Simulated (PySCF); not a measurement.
# Dipole response of Zn (zinc, neutral)

[Ar] 3d10 4s1 4p1, high-spin 3P determinant (an excited configuration). All numbers are calculated (PySCF 2.14, no relativity, point nucleus, in dyall-av2z (16s12p7d2f, 101 functions)). Coupled (time-dependent) response in atomic units; α is the mean over directions. A double-zeta set is small for polarisabilities.

```json
{"method": "r2SCAN0", "mean α (bohr³)": "52.06", "α xx, yy, zz": "38.60, 78.99, 38.60", "C₆ (like pair)": "400.5", "S(−4)": "2437"}
{"method": "PBEsol", "mean α (bohr³)": "57.51", "α xx, yy, zz": "37.75, 97.03, 37.75", "C₆ (like pair)": "425.2", "S(−4)": "4204"}
```

S(−4) is the Cauchy moment in α(ω) = α(0) + S(−4) ω² + …

α(iu) at r2SCAN0:

```tsv
u (hartree)	α(iu) (bohr³)
0	52.06
0.0500	47.07
0.100	38.52
0.200	25.25
0.300	17.09
0.500	9.139
0.750	5.298
1.00	3.609
1.50	2.135
2.00	1.473
3.00	0.8570
5.00	0.4193
```

A single London oscillator, α(iu) = α/(1 + u²/ω²), gives C₆ = (3/4) ω α². Matching the computed C₆ needs ω = 4 × 400.5 / (3 × 52.06²) = 0.197 hartree.

The components differ because the open shell of this determinant is not spherical; for a pure term their mean is the scalar polarisability.
